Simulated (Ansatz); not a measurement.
Conformers of CH8GeO2Si, SMILES `O[SiH2][CH2][GeH2][OH]`, each relaxed with PBE0-D4/def2-TZVP in Ansatz. CBS adds the triple-zeta coupled-cluster correction to the MP2 limit.

Outer-core shells of Ge are correlated without core-valence functions. Scalar relativity is left out up to krypton. Spin–orbit coupling is left out.

Not all of them had a frequency check.

Conformer A:

```xyz
13

O     0.594    1.658   -1.289
Si   -0.398    0.386   -1.581
C    -1.148   -0.247    0.018
Ge    0.196   -0.769    1.314
O     1.481    0.480    1.102
H     1.159    1.520   -0.514
H    -1.457    0.861   -2.507
H     0.318   -0.758   -2.220
H    -1.781   -1.117   -0.188
H    -1.780    0.527    0.462
H    -0.278   -0.715    2.780
H     0.817   -2.147    1.009
H     2.276    0.320    1.614
```

Conformer B:

```xyz
13

O    -1.852   -0.116    0.007
Si   -0.710   -0.945    0.889
C     0.882   -0.793   -0.048
Ge    1.101    0.969   -0.890
O     0.041    2.155   -0.087
H    -2.773   -0.267    0.220
H    -0.581   -0.360    2.250
H    -1.148   -2.362    1.038
H     1.716   -0.964    0.638
H     0.932   -1.555   -0.831
H     2.517    1.530   -0.692
H     0.745    0.870   -2.388
H    -0.869    1.838   -0.107
```

**Question.** Which is lowest in electronic energy at CCSD(T)/CBS (frozen core, def2 sets), and by how much? (Estimate.)

**Answer.** Computed: A; B lies 11.1 kJ/mol higher.

**Question.** Give the energies relative to A (kJ/mol) with PBE-D4/def2-TZVPP, ωB97M-V/def2-TZVPP, CCSD/def2-TZVPP, HF/def2-QZVPP, MP2/def2-QZVPP, MP2/CBS(def2), CCSD/CBS(def2). (An estimate is asked.)

**Answer.** The calculation gave: 
```json
{"level": "PBE-D4/def2-TZVPP", "B": "10.3"}
{"level": "ωB97M-V/def2-TZVPP", "B": "10.1"}
{"level": "CCSD/def2-TZVPP", "B": "9.8"}
{"level": "HF/def2-QZVPP", "B": "9.3"}
{"level": "MP2/def2-QZVPP", "B": "11.1"}
{"level": "MP2/CBS(def2)", "B": "11.6"}
{"level": "CCSD/CBS(def2)", "B": "11.0"}
```
